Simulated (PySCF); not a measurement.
CH7AlO2Si, SMILES [OH][Al]([OH])[SiH2]C.

Geometry: PBE0-D3(BJ)/def2-SVP. The structure was generated by enumeration; whether it is a known compound was not checked. One conformer was computed; it need not be the lowest.

Level of theory: TDDFT-B3LYP/def2-SVPD (PySCF 2.14.0).

Vertical excitations. Isolated molecule, no solvent. State labels are in the subgroup Cs.

### Question
Estimate the UV-visible absorptions. (Estimate from the structure and the level; the computed values follow.)

### Answer

| state | symmetry | energy (eV) | λ (nm) | f | main pairs |
|---|---|---|---|---|---|
| S1 | A' | 6.10 | 203 | 0.196 | HOMO→LUMO 97 % |
| S2 | A" | 6.12 | 203 | 0.057 | HOMO→LUMO+1 96 % |
| S3 | A' | 6.67 | 186 | 0.062 | HOMO→LUMO+2 93 % |
| S4 | A" | 6.86 | 181 | 0.000 | HOMO−1→LUMO 95 % |
| S5 | A" | 6.92 | 179 | 0.000 | HOMO−2→LUMO+1 60 %, HOMO−3→LUMO+1 37 % |
| S6 | A' | 6.94 | 179 | 0.013 | HOMO−2→LUMO 35 %, HOMO−1→LUMO+1 33 %, HOMO−3→LUMO 30 % |
| S7 | A" | 7.13 | 174 | 0.002 | HOMO−3→LUMO+1 59 %, HOMO−2→LUMO+1 36 % |
| S8 | A' | 7.28 | 170 | 0.007 | HOMO−2→LUMO 53 %, HOMO−3→LUMO 26 % |
| S9 | A" | 7.33 | 169 | 0.012 | HOMO−4→LUMO 79 %, HOMO−5→LUMO 15 % |
| S10 | A' | 7.37 | 168 | 0.065 | HOMO−1→LUMO+1 51 %, HOMO−3→LUMO 26 %, HOMO−4→LUMO+1 10 % |
| T1 | A" | 4.93 | 252 | 0 | HOMO→LUMO+1 98 % |
| T2 | A' | 5.54 | 224 | 0 | HOMO→LUMO 90 % |
| T3 | A' | 5.98 | 207 | 0 | HOMO→LUMO+2 87 % |
| T4 | A' | 6.55 | 189 | 0 | HOMO−1→LUMO+1 92 % |
Triplets are in the Tamm–Dancoff approximation, which puts them higher than full response would, so one can lie above its singlet here.
